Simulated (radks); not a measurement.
Results of a calculation; reference values are marked as such.
All-electron atom: Co23+ in [He] 2s1 3s1 (not the ground configuration). Level of theory: scalar-relativistic Kohn-Sham, PBE, spin-polarised, spherical densities, finite nucleus; open shells are filled with parallel spins first; Fermi nuclear charge, rms radius 3.7875 fm (a radial shooting solver on a logarithmic mesh with Libxc functionals).

Unscreened Slater integrals over Kohn-Sham orbitals (hartree). They are taken over the spin-up orbitals. Empty in this configuration: 2p.

| integral | value |
|---|---|
| F0(3s,3s) | 1.6832 |
| F0(3s,2s) | 2.1392 |
| G0(3s,2s) | 0.18643 |
| F0(3s,1s) | 2.5190 |
| G0(3s,1s) | 0.13859 |
| F0(3s,2p) | 2.1958 |
| G1(3s,2p) | 0.23500 |
| F0(2s,2s) | 3.9166 |
| F0(2s,1s) | 5.4799 |
| G0(2s,1s) | 0.55705 |
| F0(2s,2p) | 4.1839 |
| G1(2s,2p) | 2.3367 |
| F0(1s,1s) | 16.853 |
| F0(1s,2p) | 6.2124 |
| G1(1s,2p) | 1.2138 |
| F0(2p,2p) | 4.6157 |
| F2(2p,2p) | 2.2213 |
